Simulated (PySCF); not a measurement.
Molecule: `B1NCCN1`, C₂H₇BN₂.

Bonds (- single, = double, # triple, : aromatic): B1-N2, N2-C3, C3-C4, C4-N5, N5-B1. B1 carries H6; N2 carries H7; C3 carries H8, H9; C4 carries H10, H11; N5 carries H12.

Frames of a GFN2-xTB Langevin trajectory at 300 K; GIAO PBE0/pcSseg-1 shieldings in PySCF, gas phase, non-relativistic; equivalent atoms averaged within each frame.

Shifts are taken against calculated references (same method and geometry level): ¹¹B (σ = 100.07 ppm) vs BF3·OEt2; ¹⁵N (σ = 267.73 ppm) vs NH3; ¹³C (σ = 186.93 ppm), ¹H (σ = 31.72 ppm) against TMS. The references are static minima.

How do the shifts (ppm) fluctuate along the trajectory?

## Answers


```
         time (fs)    B1  N2/N5  C3/C4    H6  H8/H9/H10/H11  H7/H12
optimised geometry  22.1   81.0   48.0  4.02           3.71    2.32
               250  24.1   97.6   54.0  4.79           4.06    3.99
               425  23.2   84.3   48.9  4.95           3.74    3.35
               625  25.3   87.5   50.6  3.72           3.89    2.99
               800  24.3   85.0   49.7  4.40           3.86    2.83
              1000  22.5   82.6   46.8  4.20           4.04    2.17
    mean of frames  23.9   87.4   50.0  4.41           3.92    3.06
standard deviation   1.1    6.0    2.6  0.49           0.13    0.67
```

5 frames give an uncertainty of the mean of about the standard deviation over 2.2 at best, since frames this close in time may not be independent; classical motion lacks zero-point vibration, and the reference would need the same averaging.
